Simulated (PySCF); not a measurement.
## Ionisation energy of Sb²⁺ by level of theory

Sb²⁺ [Kr] 4d10 5s2 5p1 (2P) → Sb³⁺ [Kr] 4d10 5s2 (1S), as a difference of total energies. Calculation: PySCF 2.14, in aug-cc-pV5Z-PP with ECP28MDF (8s8p6d4f3g2h, 139 functions); scalar relativity through the core potential. Correlated levels: valence: 4s2 4p6 4d10 frozen. The calculations carry no spin-orbit coupling.

```tsv
method	ionisation energy (eV)	difference from reference (eV)
UHF	24.151	-1.172
LDA	24.930	-0.393
PBE	24.711	-0.612
PBE0	24.746	-0.577
r2SCAN	24.890	-0.433
BP86	24.876	-0.447
HSE06	24.762	-0.561
M06	24.537	-0.786
MP2 (valence)	24.418	-0.905
SCS-MP2 (valence)	24.415	-0.908
```

Reference: 25.323 eV (measured; NIST Atomic Spectra Database, ionization energies).

The reference lies between the lowest fine-structure levels, while these numbers refer to the centres of the terms.
